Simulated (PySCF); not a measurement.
## Predicted spectroscopic data

[PySCF 2.14.0 with density-fitted response routines: PBE0/pcSseg-1 with gauge-including orbitals; PBE0-D3(BJ)/def2-SVP geometry; single conformer; non-relativistic Hamiltonian; no solvent model; one averaged value for each set of equivalent atoms]

δ = σ(ref) − σ, references computed at the same level: 1H and 13C vs TMS. Splittings of carbon signals by F and P are missing where no couplings were computed. Where no couplings were computed, multiplicities follow the n + 1 count of equivalent neighbours, and m marks all less simple cases (inequivalent or close neighbours, rings, F or P nearby). Shifts are as computed. Against solution values, carbons near 30 ppm lie about +2 ppm off and those near 130 ppm about +5 ppm (rms about the fit 1.9 ppm; single classes can miss by 10 ppm). Of 1328 compounds with measured shifts, 309 miss one by over three times the rms of a fit or turn the order of signals round; such compounds aren't used in these exercises. Signals without a measured value on file couldn't be tested in this way; 1H shifts scatter by 0.2 ppm about their fit, and single ones miss by 0.5 ppm.

Compound 1 (C₈H₁₀NP). 1H NMR (600 MHz, computed): δ 8.73 (m, 2H), 7.17 (m, 2H), 1.56 (m, 2H), 1.40 (m, 2H), 0.83 (m, 2H). 13C{1H} NMR (computed): δ 156.4 (CH), 152.0 (C), 128.4 (CH), 16.2 (CH2), -9.0 (CH2). Structure: SMILES C=P1(c2ccncc2)CC1.

Compound 2 (C₅H₁₁N₃Si). 1H NMR (600 MHz, computed): δ 7.79 (s, 1H), 5.22 (sept, 1H), 2.47 (s, 3H), 0.49 (d, 6H). 13C{1H} NMR (computed): δ 161.6 (C), 158.3 (CH), 15.0 (CH3), -1.9 (CH3). Structure: `Cc1ncnn1[SiH](C)C`.
